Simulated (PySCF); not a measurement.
Assigning NMR signals

Geometry:
```tsv
atom	x (Å)	y (Å)	z (Å)
C1	4.411	-0.687	-0.181
O2	3.007	-0.880	-0.257
C3	2.243	0.218	-0.321
O4	2.653	1.351	-0.324
C5	0.846	-0.130	-0.386
C6	-0.342	-0.350	-0.436
Si7	-2.183	-0.588	-0.490
Si8	-3.148	0.806	1.117
P9	-2.720	-0.215	-2.647
H10	4.877	-1.449	-0.803
H11	4.673	0.313	-0.534
H12	4.736	-0.803	0.855
H13	-2.384	-2.036	-0.309
H14	-4.485	1.241	0.695
H15	-2.344	2.007	1.346
H16	-3.300	0.100	2.390
H17	-4.069	-0.038	-2.385
H18	-2.478	1.147	-2.605
```

Theoretical values (PySCF): coordinates at the GFN2-xTB level, PBE0/pcSseg-1 with gauge-including orbitals. Non-relativistic, equivalent nuclei averaged, isolated molecule, one computed conformer.

References, each an isolated molecule treated in the same way: ¹³C (σ = 186.93 ppm), ¹H (σ = 31.72 ppm) against TMS.

Question: Assign these signals to the numbered atoms. ¹³C{¹H} NMR (computed): δ 159.0, 108.1, 94.8, 51.0.

Answer: 
| δ (ppm) | atoms | environment | reason |
| --- | --- | --- | --- |
| 159.0 | C3 | ester carbonyl carbon | it is a carbonyl in resonance with an O or N lone pair, the region of acids, esters and amides |
| 108.1 | C5 | alkyne carbon | – |
| 94.8 | C6 | alkyne carbon | sp carbons lie upfield of alkene carbons because the cylindrical π system leaves one tensor component strongly shielded |
| 51.0 | C1 | methyl carbon bonded to O | deshielded by the electronegative neighbour |

Question: Assign these signals to the numbered atoms. ¹H NMR (400 MHz, computed): δ 4.72 (m, 1H), 4.10 (s, 3H), 3.67 (m, 3H), 1.18 (m, 2H).

Answer: 
```tsv
δ (ppm)	atoms	environment	reason
4.72	H13	hydrogen on a silicon bonded to C, P, Si	–
4.10	H10/H11/H12	hydrogen on a methyl carbon bonded to O	its carbon carries O, an electronegative neighbour
3.67	H14/H15/H16	hydrogen on a silicon bonded to Si	–
1.18	H17/H18	hydrogen on a phosphorus bonded to Si	–
```

Splittings by ³¹P in the carbon and heteronuclear signals aren't shown, as no couplings were computed. Shifts are as computed. Against solution values, carbons near 30 ppm lie about +3 ppm off and those near 130 ppm about +5 ppm. Of 1309 compounds with measured shifts, 239 miss one by over three times the rms of a fit or turn the order of signals round; such compounds aren't used in these exercises. Multiplicities follow the n + 1 count of equivalent neighbours, as no J values were calculated; m marks all less simple cases, F and P coupling included.
